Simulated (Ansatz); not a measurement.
CH6BNTe can be A, `CB(N)[TeH]`, or B, `BNC[TeH]`.

Program: Ansatz. Geometries: PBE0-D4/def2-TZVP. ΔE: electronic, gas phase. CCSD(T)/CBS is the MP2 limit (def2-TZVPP, def2-QZVPP) plus CCSD(T) − MP2 in def2-TZVPP, frozen cores. Functionals use def2-TZVPP. B3LYP here is the variant with VWN-RPA as its local correlation; programs differ in this. Elements past krypton have def2 core potentials. For Te outer-core shells are correlated without core-valence functions, which leaves a few kJ/mol of doubt a bond. Each species was taken in one conformer, which may not be the lowest.

A:

Z-matrix (Å, degrees):
```
C
B 1 1.570
H 1 1.094 2 111.3
H 1 1.094 2 112.4 3 120.9
H 1 1.094 2 111.2 3 -118.3
N 2 1.391 1 122.2 3 -121.2
Te 2 2.186 1 117.5 3 58.8
H 6 1.005 2 124.4 1 -180.0
H 6 1.007 2 121.7 1 -0.0
H 7 1.659 2 94.9 1 180.0
```

B:

```xyz
10

B    -1.098    1.157   -0.322
N     0.090    0.480   -0.561
C     0.892   -0.179    0.419
Te    1.031   -2.333    0.165
H    -1.509    1.219    0.801
H    -1.669    1.657   -1.246
H     0.434    0.387   -1.505
H     1.934    0.148    0.395
H     0.486    0.006    1.410
H    -0.589   -2.542    0.444
```

**Question.** Which isomer does CCSD(T)/CBS put lower? Give the gap. (An estimate is asked.)

**Answer.** Computed: A, by 157.7 kJ/mol.

**Question.** Give E(B) − E(A) in kJ/mol with B3LYP-D4, B2PLYP, HF/def2-TZVPP, CCSD(T)/def2-TZVPP, CCSD/def2-TZVPP, B3LYP, MP2/def2-TZVPP. (Best estimate.)

**Answer.** Computed: B3LYP-D4 149.8, B2PLYP 152.9, HF/def2-TZVPP 155.2, CCSD(T)/def2-TZVPP 154.8, CCSD/def2-TZVPP 156.0, B3LYP 149.0, MP2/def2-TZVPP 161.0. None reverses the order clearly.

Largest T1 diagnostic: 0.012.

From PBE to PBE0 (25 % exact exchange), in def2-TZVPP and without D4, E(B) − E(A) moves by +6.4 kJ/mol.
